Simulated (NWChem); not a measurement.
Species: NH3Te; SMILES N[TeH]

Results from NWChem. Geometry: optimised at PBE0/def2-SVP. def2 effective core potentials on Te; no spin-orbit coupling. LC-ωPBE (HJS hole) with def2-SVP; x = 1 − exp(−ω/0.25 bohr⁻¹) is a scale chosen for this fit.

| row | x | −ε(HOMO) (eV) |
|---|---|---|
| ω = 0.20 | 0.551 | 7.64 |
| ω = 0.25 | 0.632 | 8.05 |
| ω = 0.30 | 0.699 | withheld |
| ω = 0.40 | 0.798 | 8.84 |
| ω = 0.50 | 0.865 | 9.12 |

Q: Fit a straight line of the last column on the one before it, predict the withheld value, and compare with the run.

A: 
1. Means of the 4 shown rows: x = 0.7115, y = 8.412. Slope Σ(x − x̄)(y − ȳ)/Σ(x − x̄)² = 0.2984/0.06312 = 4.727; intercept 5.049.
2. The shown rows scatter about the line by 0.016 (root mean square); the largest residual is +0.02, at ω = 0.40.
3. At x = 0.699 (ω = 0.30; inside the shown range) the line gives 8.35.
4. The run gives 8.37, +0.02 from the line.
